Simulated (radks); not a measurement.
Q: These are the eigenvalues of the occupied orbitals of an atom or ion with whole-number occupations (eV). Method: scalar-relativistic Kohn-Sham, PBEsol, spin-unpolarised, spherical densities, finite nucleus; Fermi nuclear charge, rms radius of each element as measured or else 0.836 A^(1/3) + 0.57 fm; computed with a radial shooting solver on a logarithmic mesh with Libxc functionals.

| orbital | eigenvalue |
|---|---|
| 1s | -26546.04 |
| 2s | -3972.131 |
| 2p | -3568.655 |
| 3s | -769.3701 |
| 3p | -637.0132 |
| 3d | -429.6834 |
| 4s | -141.3058 |
| 4p | -102.1850 |
| 4d | -45.8067 |

Which element is it, and in what charge state? The configuration may be excited.

A: Z = 48, cadmium, charge +3: Cd3+ in [Kr] 4d9. The list shows which subshells hold electrons but not how many an open one holds; the 1s level, -975.55 hartree, gives Z - s = 44.2 by -(Z - s)^2/2, which with screening and relativity narrows Z to a few neighbours, and the depths of the outer levels then fix element, charge and occupations together.
